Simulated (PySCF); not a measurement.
**Structure from 2D NMR**

Compound of formula C6H7FN2Si. Correlations simulated from computed shifts and the bond graph:

HSQC (one-bond C–H):
| δH | δC |
| --- | --- |
| 5.32 | 103.6 |
| 3.67 | 26.1 |
| 2.35 | 29.9 |

COSY cross peaks (H two or three bonds apart, from the bond graph; peaks can be absent where the dihedral angle is near 90°):
| δH | δH |
| --- | --- |
| 5.23 | 2.35 |

HMBC (two and three bonds, from the bond graph):
| δH | δC |
| --- | --- |
| 5.32 | 166.0, 120.7, 29.9, 26.1 |
| 5.23 | 166.0, 29.9 |
| 3.67 | 166.0, 120.7, 103.6, 29.9 |
| 2.35 | 166.0, 103.6, 26.1 |

Carbons without hydrogens: δ 166.0, 120.7, 120.7.

PySCF calculation with structure optimised with GFN2-xTB and PBE0/pcSseg-1 with gauge-including orbitals; one computed conformer, in vacuum, averaged over atoms made equivalent by symmetry, fast rotation or ring inversion, non-relativistic Hamiltonian.

Referencing at the same level of theory: 1H and 13C vs TMS.

Exchangeable hydrogens are left out of these lists.

Question: Work out the connectivity.

Answer: SMILES N#C/C=C(\CC#N)C[SiH2]F.

Structure with atom numbers: `[N:1]#[C:2]/[CH:3]=[C:4](\[CH2:5][C:6]#[N:7])[CH2:8][SiH2:9][F:10]` (H(Xn): hydrogen on atom n).

- δC 166.0 is C4, a fully substituted alkene carbon.
- δC 120.7 is C6, a nitrile carbon.
- δC 120.7 is C2, a nitrile carbon.
- δC 103.6 is C3, an alkene CH (δH 5.32).
- δC 29.9 is C8, an allylic sp3 CH2 bonded to Si (δH 2.35).
- δC 26.1 is C5, an allylic sp3 CH2 (δH 3.67).
- HMBC from δH 5.32 reaches the proton-free carbons C4, C2.
- HMBC from δH 5.23 reaches the proton-free carbon C4.
- HMBC from δH 3.67 reaches the proton-free carbons C4, C6.
- HMBC from δH 2.35 reaches the proton-free carbon C4.
- COSY links 5.23–2.35.

This is the structure that produced the data.

Shifts are as computed. Against solution values, carbons near 30 ppm lie about +3 ppm off and those near 130 ppm about +5 ppm. Of 1309 compounds with measured shifts, 239 miss one by over three times the rms of a fit or turn the order of signals round; such compounds aren't used in these exercises.
